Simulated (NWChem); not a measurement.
System meant: SrBrCl; SMILES [Cl][Sr][Br]

Here is an NWChem input.

```
start job
memory heap 200 mb stack 900 mb global 1100 mb
geometry units angstroms noautoz
  Sr     0.174947     0.514788     0.000000
  Cl    -0.841199     2.916924     0.000000
  Br     0.065107    -2.265729     0.000000
end
basis spherical
  * library def2-svp
end
ecp
  Sr library def2-ecp
end
dft
  odft
  mult 2
  xc xpbe96 cpbe96
  iterations 150
  mulliken
end
task dft energy
```

End of the output:

```
 Summary of "ao basis" -> "" (spherical)
 ------------------------------------------------------------------------------
       Tag                 Description            Shells   Functions and Types
 ---------------- ------------------------------  ------  ---------------------
 *                          def2-svp                  on all atoms

 Summary of "ao basis" -> "ao basis" (spherical)
 ------------------------------------------------------------------------------
       Tag                 Description            Shells   Functions and Types
 ---------------- ------------------------------  ------  ---------------------
 Sr                         def2-svp                 9       23   4s3p2d
 Cl                         def2-svp                 8       18   4s3p1d
 Br                         def2-svp                12       32   5s4p3d

 Summary of "ao basis" -> "ao basis" (spherical)
 ------------------------------------------------------------------------------
       Tag                 Description            Shells   Functions and Types
 ---------------- ------------------------------  ------  ---------------------
 Sr                         def2-svp                 9       23   4s3p2d
 Cl                         def2-svp                 8       18   4s3p1d
 Br                         def2-svp                12       32   5s4p3d

      Symmetry analysis of basis
      --------------------------

        a'         51
        a"         22

  number of electrons :                   62
  multiplicity        :                    2
 ------------------------------------------------------------------------
  no. of electrons and multiplicity not compatible                  62
 ------------------------------------------------------------------------
 ------------------------------------------------------------------------
  current input line :
    21: task dft energy
 ------------------------------------------------------------------------
 ------------------------------------------------------------------------
 There is an error in the input file
 ------------------------------------------------------------------------
 For more information see the NWChem manual at https://nwchemgit.github.io

0: no. of electrons and multiplicity not compatible:Received an Error in Communication
```

### Question
What is wrong, and how is it mended?

### Answer
The input was rejected before any calculation. Cause: the multiplicity doesn't fit the number of electrons (an even count wants an odd multiplicity, and the reverse). This input runs:
```
start job
memory heap 200 mb stack 900 mb global 1100 mb
geometry units angstroms noautoz
  Sr     0.174947     0.514788     0.000000
  Cl    -0.841199     2.916924     0.000000
  Br     0.065107    -2.265729     0.000000
end
basis spherical
  * library def2-svp
end
ecp
  Sr library def2-ecp
end
dft
  xc xpbe96 cpbe96
  iterations 150
  mulliken
end
task dft energy
```
It converges to -3064.20251 Ha (PBE/def2-SVP with def2 effective core potentials on Sr).
